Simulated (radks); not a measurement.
The numbers below are computed, except where a source is named.
Valence configurations of the erbium ion Er3+ (all share [Xe]). Level of theory: scalar-relativistic Kohn-Sham, PBE, spin-unpolarised, spherical densities, point nucleus (a radial shooting solver on a logarithmic mesh with Libxc functionals). Energies are relative to 4f11; eigenvalues in eV.

[
 {"valence": "4f11", "E (eV)": "0.000", "e(4f)": "-35.440", "e(5d)": "-", "e(6p)": "-", "e(6s)": "-"},
 {"valence": "4f10.5 5d0.5", "E (eV)": "5.908", "e(4f)": "-39.075", "e(5d)": "-25.960", "e(6p)": "-", "e(6s)": "-"},
 {"valence": "4f10 5d1", "E (eV)": "13.198", "e(4f)": "-42.894", "e(5d)": "-26.917", "e(6p)": "-", "e(6s)": "-"},
 {"valence": "4f10 6s1", "E (eV)": "15.771", "e(4f)": "-46.157", "e(5d)": "-", "e(6p)": "-", "e(6s)": "-26.141"},
 {"valence": "4f10 6p1", "E (eV)": "22.065", "e(4f)": "-47.416", "e(5d)": "-", "e(6p)": "-20.554", "e(6s)": "-"},
 {"valence": "4f9 5d2", "E (eV)": "32.292", "e(4f)": "-51.016", "e(5d)": "-28.805", "e(6p)": "-", "e(6s)": "-"},
 {"valence": "4f9 6p2", "E (eV)": "54.263", "e(4f)": "-60.437", "e(5d)": "-", "e(6p)": "-22.812", "e(6s)": "-"},
 {"valence": "4f8 5d1 6p2", "E (eV)": "82.828", "e(4f)": "-69.407", "e(5d)": "-37.411", "e(6p)": "-23.305", "e(6s)": "-"}
]

NIST lists [Xe] 4f11 as the ground configuration; this level of theory agrees among the configurations tried. The energies are those of spherical spin-averaged densities, not of single terms.
